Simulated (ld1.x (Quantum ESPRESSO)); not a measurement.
## Ranking RRKJ potentials for carbon

All share these settings but for the change named:

* Element: carbon
* Generator: ld1.x (Quantum ESPRESSO) 7.5
* Type: norm-conserving RRKJ (Kleinman–Bylander form)
* Functional: BLYP
* Relativity: non-relativistic
* Frozen core: [He]
* Valence charge: 4
* Reference configuration: 2s2 2p0 (charge +2)
* Partial waves: 2p (bound, empty): rc 1.90 bohr; 3d channel at 0.05 Ry: rc 1.70 bohr; 2s (bound): rc 1.25 bohr
* Local potential: the s channel
* Core correction: a·sin(br)/r model core, default radius (core density twice the valence density)
* rho0: 0.01

Cutoff: the first of the cutoffs (Ry, on a coarse ladder) from which the occupation-weighted sum of valence levels, in a spherical-Bessel basis at the reference potential, stays within 10 and 1 mRy of its value at 400 Ry; the density cutoff is not measured.

The base gives 35 Ry.

Of 6 variants that were run, those that failed, showed a ghost or another fault, or gave nearly equal values are left out.

A variant can come out equal or close to the base.

Question: Rank these variants from softest to hardest (loose cutoff).
A. all radii but the core radius scaled by about 1.21 (s 1.50, p 2.30, d 2.06 bohr)
B. type TM; local potential the d channel; rho0 0
C. local potential all-electron potential smoothed inside 1.00 bohr (lloc = -2)

Answer: A (30 Ry), B (35 Ry), C (50 Ry).
